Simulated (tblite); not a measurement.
A structure optimised at GFN2-xTB (Å):
```
atom  x, y, z in Å
C1     1.670   -0.342   -0.336
C2     0.800    0.189    0.706
C3    -0.085   -1.078    0.602
O4     0.095   -2.113    1.188
C5    -1.217   -0.753   -0.352
C6    -1.046    0.687   -0.759
O7    -1.525    1.238   -1.704
C8    -0.085    1.337    0.259
F9    -0.824    1.804    1.325
H10    2.481   -0.995   -0.079
H11    1.445   -0.178   -1.373
H12    1.257    0.311    1.686
H13   -2.166   -0.867    0.182
H14   -1.257   -1.427   -1.211
H15    0.453    2.195   -0.156
```

Doublet state.

Q: Which heavy atoms are bonded, and with what formal order?

A: C1–C2 1.46 Å (single); C2–C3 1.55 Å (single); C3–O4 1.20 Å (double); C3–C5 1.52 Å (single); C5–C6 1.51 Å (single); C6–O7 1.19 Å (double); C6–C8 1.54 Å (single); C8–F9 1.38 Å (single); C2–C8 1.52 Å (single). Bonds to hydrogen (Å): C1–H10 1.07; C1–H11 1.07; C2–H12 1.09; C5–H13 1.09; C5–H14 1.09; C8–H15 1.09.

Q: Give the structure as a SMILES string.

A: `[CH2][C@@H]1C(=O)CC(=O)[C@H]1F`, C6H6FO2.

Q: Name the point group.

A: C1 (no symmetry element, even within 0.4 Å).

Q: Which rings does it hold?

A: C2–C3–C5–C6–C8 (5 members, 0.14 Å rms from planarity).

Q: Classify the heavy atoms.

A: C1: carbon bonded to C and 2 H; C2: carbon bonded to 3 C and H; C3: carbon bonded to 2 C and O; O4: oxygen bonded to C; C5: carbon bonded to 2 C and 2 H; C6: carbon bonded to 2 C and O; O7: oxygen bonded to C; C8: carbon bonded to 2 C, F and H; F9: fluorine bonded to C.

Q: What is the arrangement about C5?

A: It has 4 neighbours (C3, C6, H13, H14) and is tetrahedral (angles from 106.8° to 113.0°).

Q: What is the arrangement about C3?

A: It has 3 neighbours (C2, O4, C5) and is planar (angles 127.1°, 125.8° and 107.1°, sum 360.0°, 0.01 Å off the plane of its three neighbours).

The numbers are calculated, not measured.
